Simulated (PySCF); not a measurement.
C₅H₆N₂O₂.
Geometry (GFN2-xTB, Å), atoms numbered from 1 in this order:
```xyz
15
C5H6N2O2 angstrom
C     -2.912   -0.237   -0.213
C     -1.800    0.434    0.535
O     -1.947    1.223    1.434
C     -0.456    0.038    0.062
N     -0.181   -0.796   -0.897
N      1.150   -0.864   -0.998
C      1.645   -0.068   -0.096
C      3.071    0.191    0.177
O      0.676    0.536    0.612
H     -3.871    0.091    0.178
H     -2.833    0.001   -1.271
H     -2.815   -1.316   -0.119
H      3.673   -0.398   -0.506
H      3.307   -0.077    1.206
H      3.289    1.250    0.046
```

Computed with TDDFT CAM-B3LYP/def2-SVPD, vertical, gas phase, core orbitals frozen in the response in PySCF.

Transition dipole moments from the ground state, in atomic units and in the frame of the coordinates above (overall signs are arbitrary), for the states with f of 0.002 or more among the lowest 8:

| state | E (hartree) | μx | μy | μz |
| --- | --- | --- | --- | --- |
| S3 | 0.2062 | -1.517 | 0.350 | 0.425 |
| S4 | 0.2389 | 0.003 | -0.140 | 0.122 |
| S5 | 0.2523 | 0.002 | -0.100 | 0.087 |
| S6 | 0.2737 | -0.303 | -0.145 | -0.161 |
| S8 | 0.2825 | 0.258 | 0.025 | 0.024 |

**Question.** What oscillator strength does each state have?

**Answer.** f = (2/3) ΔE |μ|² with ΔE in hartree (27.2114 eV).

```csv
state,|μ|² (au),|μ| (D),f
S3,2.604,4.10,0.358
S4,0.035,0.47,0.006
S5,0.018,0.34,0.003
S6,0.139,0.95,0.025
S8,0.068,0.66,0.013
```

**Question.** Label these states by symmetry in Cs.

**Answer.** The ground state is totally symmetric, so the direction of μ fixes the label. Polarised normal to the mirror plane, so A″: S4 and S5. Polarised in the mirror plane, so A′: S3, S6 and S8.

**Question.** Which bond between heavy atoms lies closest to the direction of the S3 transition dipole?

**Answer.** C2–C4, at 5° from it; next N5–N6 at 15°.

**Question.** What angle do the transition dipoles of S6 and S8 make?

**Answer.** |cos θ| = |μa·μb| / (|μa| |μb|) = 0.88, so θ ≈ 28° (taken between 0 and 90°, since the signs are arbitrary).

**Question.** How is the summed strength of these states shared among x, y and z?

**Answer.** (2/3) Σ ΔE μα² gives 0.346 for x, 0.026 for y and 0.033 for z, 0.405 in all.

**Question.** What peak molar absorption coefficient would the strongest computed level give as a lone Gaussian band 0.5 eV wide at half height?

**Answer.** ε(max) = 2.175×10⁸ f / FWHM, with the width in cm⁻¹. S3: 2.175×10⁸ × 0.3580 / 4033 ≈ 19000 L mol⁻¹ cm⁻¹.

Cost: about 2.3 min of CPU time on one thread; the machine was shared, so the figure is rough.

One conformer stands for the species.
